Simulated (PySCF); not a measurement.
Species: C₆H₈Si₂ (triplet state).
Z-matrix (Å and degrees, GFN2-xTB geometry), rows numbered from 1:
```
Si
Si  1  2.2797
C   2  1.8671  1  124.55
C   3  1.4025  2  122.96  1  -179.64
C   4  1.3780  3  121.08  2   179.90
C   5  1.3883  4  120.35  3     0.35
C   6  1.3880  5  119.45  4    -0.22
C   7  1.3782  6  120.35  5    -0.12
H   1  1.4705  2  115.58  3   -60.00
H   1  1.4667  2  105.00  3  -178.63
H   1  1.4703  2  115.14  3    62.80
H   4  1.0811  3  119.04  2    -0.12
H   5  1.0811  4  119.88  3  -179.64
H   6  1.0798  5  120.30  4   179.79
H   7  1.0814  6  119.87  5   179.88
H   8  1.0826  3  119.29  2    -0.23
```

The hyperfine couplings belong to this conformer and change with its torsions.

The species is `[SiH3][Si]C1=CC=CC=C1` [triplet].

Method: UKS B3LYP, pcH-1 on C H Si, non-relativistic, mean-field spin-orbit, GIAO (PySCF). The structure is a single GFN2-xTB conformer in the gas phase; no vibrational or solvent corrections. This triplet need not be the ground state; the singlet was not compared here. Couplings are sensitive to structure, and on GFN2-xTB geometries they can be far from those on DFT ones, by a factor of two or more for some ions and for spin on atoms past the first row. Stability of the SCF solution: not tested.

(1) Match the computed a_iso(29Si) values -324.8, -48.1 MHz with the sites Si1; Si2.

(2) Match the computed a_iso(13C) values +15.4, +12.3, +4.6, -1.8 MHz (means over equivalent nuclei) with the sites C3; C4/C8; C5/C7; C6.

Answers

(1) 
| site | a_iso (MHz) | ρ(0) (bohr⁻³) | position | distance from Si2 (Å) | spin population | largest \|T\| (MHz) |
| --- | --- | --- | --- | --- | --- | --- |
| Si1 | -48.1 | +0.1084 | 1 bond from Si2 | 2.28 | +0.09 | 13.6 |
| Si2 | -324.8 | +0.7335 | largest spin population | 0.00 | +1.71 | 83.8 |

(2) 
```csv
site,a_iso (MHz),ρ(0) (bohr⁻³),position,distance from Si2 (Å),spin population,largest |T| (MHz)
C3,+15.4,+0.0273,1 bond from Si2,1.87,-0.06,8.4
C4/C8,+12.3,+0.0219,2 bonds from Si2,2.86,+0.09,6.5
C5/C7,-1.8,-0.0032,3 bonds from Si2,4.15,-0.05,3.5
C6,+4.6,+0.0083,4 bonds from Si2,4.67,+0.11,7.8
```

ρ(0) is the spin density at the nucleus and T the dipolar tensor; a_iso includes a spin–orbit part; entries for several nuclei are means. The largest Mulliken spin populations are on Si2 (+1.71), C6 (+0.11), C8 (+0.10) and C4 (+0.09). Si2 is the only atom above +0.15.

Examples of negative spin density at the nucleus (bohr⁻³): H14 (-0.0015).

Nuclei that the bonding pattern makes equivalent are averaged, as if the motion that swaps them (rotation, inversion, ring flip) were fast. The three 1H nuclei of mean +26.0 MHz run from -4.3 to 41.1 MHz in the frozen geometry. The 13C value of +12.3 MHz is a mean of couplings from 5.4 to 19.3 MHz in this one geometry, not an average over conformers. The 13C value of -1.8 MHz is a mean of couplings from -4.6 to 1.1 MHz in this one geometry, not an average over conformers.
